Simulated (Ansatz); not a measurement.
Relaxation of AlH₁₁OSi₄ (17 atoms, charge 0, multiplicity 1), to a largest force component of 0.015 eV/Å in at most 40 steps.

Computed with Ansatz, RKS PBE-D4/6-31G*.

```xyz
17
Properties=species:S:1:pos:R:3
O -0.501 -3.115 -0.870
Al 0.368 -1.488 -0.932
Si 2.560 -1.375 -0.166
Si -0.621 0.495 -1.664
Si -0.603 1.968 -0.020
Si -1.548 1.110 1.819
H -0.944 -3.078 0.019
H 3.481 -2.243 -0.970
H 2.640 -1.784 1.297
H 3.073 0.012 -0.238
H -0.007 1.021 -2.817
H -2.078 0.203 -1.978
H -1.374 3.222 -0.410
H 0.775 2.306 0.302
H -1.495 2.053 2.924
H -2.940 0.787 1.544
H -0.805 -0.095 2.199
```

Where does it end, and by what steps?

The forces met the threshold. The force dipped under the threshold on the way, but the program's further checks kept it going. After 35 steps the energy has fallen by 1.014 eV; H15 moved furthest, 1.11 Å.

| step | energy less start (eV) | largest force component (eV/Å) | accepted |
| --- | --- | --- | --- |
| 0 | 0.0000 | 2.258 | yes |
| 2 | -0.7412 | 0.515 | yes |
| 4 | -0.7853 | 0.749 | yes |
| 6 | -0.8767 | 0.439 | yes |
| 8 | -0.9595 | 0.043 | yes |
| 10 | -0.9583 | 0.485 | no |
| 12 | -0.9694 | 0.105 | yes |
| 14 | -0.9816 | 0.184 | yes |
| 16 | -0.9962 | 0.251 | yes |
| 18 | -1.0060 | 0.112 | yes |
| 20 | -1.0092 | 0.044 | yes |
| 22 | -1.0102 | 0.030 | yes |
| 24 | -1.0116 | 0.075 | yes |
| 26 | -1.0125 | 0.049 | yes |
| 28 | -1.0131 | 0.025 | yes |
| 30 | -1.0134 | 0.018 | yes |
| 32 | -1.0136 | 0.012 | yes |
| 34 | -1.0136 | 0.015 | yes |
| 35 | -1.0136 | 0.013 | yes |

```xyz
17
Properties=species:S:1:pos:R:3
O -0.625 -2.955 -0.322
Al 0.140 -1.407 -0.534
Si 2.436 -1.215 0.308
Si -0.866 0.426 -1.855
Si -0.590 2.155 -0.286
Si -1.107 0.931 1.650
H -1.520 -3.096 -0.680
H 3.468 -1.548 -0.737
H 2.706 -2.093 1.499
H 2.708 0.204 0.738
H -0.203 0.747 -3.167
H -2.344 0.283 -2.114
H -1.450 3.381 -0.411
H 0.850 2.577 -0.198
H -0.593 1.406 2.976
H -2.576 0.638 1.756
H -0.453 -0.435 1.418
```

Time of the run: 110 s on 2 threads of Intel(R) Xeon(R) Platinum 8488C (Sapphire Rapids), on a shared host, peak memory 0.23 GiB.
